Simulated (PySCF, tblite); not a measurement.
Species: C6H7P.
Atom-mapped SMILES: `[CH3:1][c:2]1[cH:3][cH:4][p:5][cH:6][cH:7]1` (hydrogens: H8, H9, H10 on C1; H11 on C3; H12 on C4; H13 on C6; H14 on C7)

Computed geometry: GFN2-xTB, gas phase.

Question: Give the optimised bond lengths and angles.

Answer: 
| bond | length (bohr) | order |
| --- | --- | --- |
| C1–C2 | 2.833 | single |
| C2–C3, C2–C7 | 2.628 | aromatic |
| C3–C4, C6–C7 | 2.603 | aromatic |
| C4–P5, P5–C6 | 3.277 | aromatic |
| C1–H8, C1–H9, C1–H10 | 2.058 | single |
| C3–H11, C7–H14 | 2.048 | single |
| C4–H12, C6–H13 | 2.048 | single |

Bonds in one row agree within 0.02 bohr and their mean is given. Orders are formal, as drawn. A selection of angles:
| angle | degrees |
| --- | --- |
| C2–C1–H8 | 110.5 |
| C2–C1–H10 | 111.2 |
| H8–C1–H9 | 107.7 |
| H8–C1–H10 | 108.7 |
| C1–C2–C3 | 120.3 |
| C3–C2–C7 | 120.9 |
| C2–C3–C4 | 124.2 |
| C2–C3–H11 | 117.9 |
| C4–C3–H11 | 117.9 |
| C3–C4–P5 | 125.7 |
| C3–C4–H12 | 118.0 |
| P5–C4–H12 | 116.3 |
| C4–P5–C6 | 99.4 |

P5 (phosphorus bonded to 2 C) is bent (angle 99.4°). The 6-membered ring C2–C3–C4–P5–C6–C7 has internal angles of 99.4° to 125.7° (sum 720°, against 720° for a flat polygon); it is planar, 0.00 Å rms from its mean plane, widest ring torsion 0°. Of the pairs four or more bonds apart, H10···H11 is among the closest relative to their van der Waals radii: 2.32 Å, 97 % of the sum of Bondi's values. The 7 heavy atoms lie in one plane (0.001 Å rms). The C–C distances run from 1.377 Å (C6–C7, aromatic) to 1.499 Å (C1–C2, drawn single), a spread of 0.122 Å.

Point group: near Cs, missed by 0.31 Å at most; the miss may be what the optimiser left on a soft mode. Its lowest GFN2-xTB frequency is 19i cm⁻¹, too small to tell a flat minimum from a shallow saddle.
